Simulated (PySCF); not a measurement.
H4Si2, triplet, at a GFN2-xTB geometry (the spin is typed, not shown lowest). Base run: DF-BLYP/6-31G run with PySCF.

The PySCF input:
```python
from pyscf import gto, scf, dft

mol = gto.Mole()
mol.atom = '''
    Si    0.019218    1.021777    0.667479
    H    -0.430067    2.365032    0.260113
    Si    0.007021   -0.894166   -0.519574
    H     0.818949   -0.881450   -1.749103
    H    -1.320976   -1.357508   -0.958741
    H     0.564757   -1.912624    0.377064
'''
mol.basis = '6-31g'
mol.charge = 0
mol.spin = 2
mol.verbose = 4
mol.build()

mf = dft.UKS(mol)
mf.xc = 'blyp'
mf = mf.density_fit(auxbasis='def2-universal-jkfit')
mf.kernel()
mf.analyze()
```

Variants of this job, named by their change:

```
change                 basis functions      E (Eh)  HOMO (eV)  dipole (D)  core-seconds (rough)
---------------------  ---------------  ----------  ---------  ----------  --------------------
base                                34  -581.18572      -4.43        0.35                     3
basis = STO-3G                      22  -574.45435      -0.30        0.56                     3
basis = 3-21G                       34  -578.17146      -4.47        0.28                     4
basis = def2-SV(P)                  44  -581.07151      -4.50        0.16                     4
basis = def2-SVP                    56  -581.07861      -4.49        0.16                     5
basis = 6-31G**                     56  -581.22857      -4.46        0.25                     5
basis = cc-pVDZ                     56  -581.25749      -4.46        0.12                     6
basis = 6-311G**                    76  -581.28503      -4.56        0.11                     6
basis = aug-cc-pVDZ                 90  -581.26143      -4.57        0.10                     9
basis = 6-311+G(2d,p)               94  -581.28909      -4.58        0.13                     9
basis = pc-2                       124  -581.30677      -4.59        0.10                    10
basis = cc-pVQZ                    238  -581.30109      -4.58        0.10                    20
basis = def2-QZVPP                 260  -581.31178      -4.59        0.11                    30
```

Totals compare only among sets that treat the same electrons; sets with core potentials leave the core out.

Open shells are given as the SCF converged; they aren't shown to be the lowest states, and a large step between rows can be another state.
